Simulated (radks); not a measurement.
The numbers below are computed, except where a source is named.
Q: F, configuration [He] 2s2 2p5 (the NIST ground configuration). Code: a radial shooting solver on a logarithmic mesh with Libxc functionals. Model: scalar-relativistic Kohn-Sham, SCAN, spin-polarised, spherical densities, finite nucleus; open shells are filled with parallel spins first; meta-GGA in the generalised Kohn-Sham scheme; Fermi nuclear charge, rms radius 2.8976 fm. Some entries of the table are withheld. Estimate them.

orbital  occ.  eigenvalue (hartree)  <r^2> (bohr^2)
1s up       1             -24.62277         0.04198
1s down     1             -24.58599         0.04181
2s up       1              -1.20039             (1)
2s down     1              -1.11980             (2)
2p up       3              -0.46262             (3)
2p down     2              -0.38037             (4)

A: 
(1) 2s up <r^2> (bohr^2): 1.202
(2) 2s down <r^2> (bohr^2): 1.244
(3) 2p up <r^2> (bohr^2): 1.529
(4) 2p down <r^2> (bohr^2): 1.700
